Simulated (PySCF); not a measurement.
CH6ClFSi2, SMILES F[Si@H](Cl)C[SiH3]. Geometry: PBE0-D3(BJ)/def2-SVP. The structure was generated by enumeration; whether it is a known compound was not checked. The values are those of a single conformer.

Computed equilibrium geometry at PBE0-D3(BJ)/def2-SVP (PySCF confirms it by a frequency run) as bond lengths and angles (one conformer of several):
Atoms: F1 Si2 Cl3 C4 Si5 H6 H7 H8 H9 H10 H11. Bond lengths (Å): F1–Si2 1.620, Si2–Cl3 2.059, Si2–C4 1.848, Si2–H6 1.483, C4–Si5 1.892, C4–H7 1.104, C4–H8 1.104, Si5–H9 1.494, Si5–H10 1.491, Si5–H11 1.492. Bond angles (°): F1–Si2–Cl3 107.3, F1–Si2–C4 108.9, F1–Si2–H6 107.4, Cl3–Si2–C4 110.0, Cl3–Si2–H6 108.2, C4–Si2–H6 114.7, Si2–C4–Si5 115.9, Si2–C4–H7 108.8, Si2–C4–H8 107.4, Si5–C4–H7 108.5, Si5–C4–H8 109.0, H7–C4–H8 107.0, C4–Si5–H9 109.3, C4–Si5–H10 110.1, C4–Si5–H11 110.1, H9–Si5–H10 108.9, H9–Si5–H11 109.0, H10–Si5–H11 109.4.
